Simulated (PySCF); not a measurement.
**Structure revision by computed shifts**

A compound C4H12OSi gives the data below (simulated from a calculation) and was assigned the structure `CC(C)(C)O[SiH3]`.

13C{1H} NMR (computed): δ 75.5 (CH2), 35.6 (CH), 20.7 (CH3, 2C).

1H NMR (500 MHz, computed): δ 4.91 (s, 3H), 3.45 (d, 2H), 1.75 (m, 1H), 0.96 (d, 6H).

[PySCF 2.14: GFN2-xTB structure; GIAO PBE0/pcSseg-1 shieldings; fast rotation and ring inversion assumed for equivalent nuclei; gas phase; one computed conformer; relativity neglected]

Chemical shifts δ = σref − σ; 1H and 13C vs TMS, all at this level.

Problem. Compare with the shifts computed for the proposed structure, pairing carbons in order of shift.

Solution. Mapped SMILES: `[CH3:1][C:2]([CH3:3])([CH3:4])[O:5][SiH3:6]`; H(Xn) means a hydrogen on atom n.

| atom | computed for proposal | given list | difference |
| --- | --- | --- | --- |
| C2 | 72.2 | 75.5 | -3.3 |
| C1 | 32.3 | 35.6 | -3.3 |
| C3 | 32.3 | 20.7 | +11.6 |
| C4 | 32.3 | 20.7 | +11.6 |

The rms difference is 8.5 ppm and the largest +11.6 ppm at C3 (methyl carbon). The proposal also would give 2 carbon signals, not 3. The carbon types in order of shift don't match either: C, CH3, CH3, CH3 for the proposal against CH2, CH, CH3, CH3 in the data. The proposal doesn't fit.

Problem. Which isomer fits?

Solution. SMILES CC(C)CO[SiH3].

1. Carbon types of the structure: 1 × CH, 1 × CH2, 2 × CH3, leaving 3 H on heteroatoms.
2. δC 75.5: sp3 CH2 bonded to O; pulled downfield by the heteroatom.
3. δC 20.7: methyl carbon; saturated and bonded to C and H only.
4. δH 3.45: hydrogen on an sp3 CH2 bonded to O; its carbon carries O, hence the downfield position.
5. δH 0.96: hydrogen on a methyl carbon; far from electronegative atoms and π systems.

Other isomers checked: CC(C)(C)[SiH2]O (rms 24.7 ppm).

The shifts were computed for this structure.

Shifts are as computed. Against solution values, carbons near 30 ppm lie about +3 ppm off and those near 130 ppm about +5 ppm. Of 1211 compounds with measured shifts, 218 miss one by over three times the rms of a fit or turn the order of signals round; such compounds aren't used in these exercises. No couplings were computed; multiplicities are counted from neighbouring protons, with m where these are inequivalent, close in shift, in a saturated or five-membered ring or joined by F or P, and br s for small geminal =CH2 splittings.
